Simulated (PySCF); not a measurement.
**Ionisation energy of Pd³³⁺ by level of theory**

Pd³³⁺ [Ne] 3s2 3p1 (2P) → Pd³⁴⁺ [Ne] 3s2 (1S), as a difference of total energies. All numbers are calculated (PySCF 2.14, the spin-free X2C one-electron Hamiltonian (Gaussian nucleus), in an uncontracted even-tempered set (18 s from 4.7 bohr⁻², ratio 2.5; 12 p from 6.1 bohr⁻², ratio 2.5; 5 d from 26 bohr⁻², ratio 2.7; 4 f from 38 bohr⁻², ratio 2.7)). Correlated levels: outer shells: 1s2 frozen; virtual orbitals above 40 to 60 times the deepest correlated orbital energy dropped. The calculations carry no spin-orbit coupling.

```tsv
method	ionisation energy (eV)
UHF	2007.7
LDA	2009.4
PBE	2010.1
PBE0	2009.7
r2SCAN	2009.7
B3LYP	2010.5
B2PLYP	2009.6
MP2 (outer shells)	2008.2
SCS-MP2 (outer shells)	2008.0
```

A first-order spin-orbit estimate (lowest level to lowest level, LS coupling) adds 25.010 eV.

Breit and QED terms and the two-electron picture change are absent.

For comparison: 2016 ± 9 eV (semi-empirical (NIST evaluation); NIST Atomic Spectra Database, ionization energies).
